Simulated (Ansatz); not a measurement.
Two isomers of CH6OSSi2: A = `[SiH3]OC1[SiH2]S1`, B = `OC1([SiH3])[SiH2]S1`.

Calculated with Ansatz (gas phase, PBE0-D4/def2-TZVP geometries, no zero-point term in ΔE). CCSD(T)/CBS is the MP2 limit (def2-TZVPP, def2-QZVPP) plus CCSD(T) − MP2 in def2-TZVPP, frozen cores. Functionals use def2-TZVPP. B3LYP here is the variant with VWN-RPA as its local correlation; programs differ in this. Each species was taken in one conformer, which may not be the lowest.

(1) Which is lower in electronic energy at CCSD(T)/CBS, and by how much? (An estimate is asked.)

(2) Give E(B) − E(A) in kJ/mol with ωB97M-V, CCSD/def2-TZVPP, PBE-D4, B2PLYP, B3LYP, B3LYP-D4, MP2/def2-TZVPP. (An estimate is asked.)

Largest T1 diagnostic: 0.014.

Results:

(1) The calculation gave: A, by 79.3 kJ/mol.

(2) Computed: ωB97M-V 80.5, CCSD/def2-TZVPP 85.5, PBE-D4 66.6, B2PLYP 84.9, B3LYP 85.6, B3LYP-D4 81.9, MP2/def2-TZVPP 80.9. None reverses the order clearly.

The D4 term adds −3.7 kJ/mol with B3LYP and −1.7 kJ/mol with PBE0; it sums over pairs of atoms, weighted by their polarisabilities, and B3LYP, whose exchange is more repulsive, gets the larger term. In def2-TZVPP, CCSD(T) changes the Hartree–Fock value by −22.3 kJ/mol (the triples alone add −4.5 kJ/mol) and MP2 by −22.4 kJ/mol.
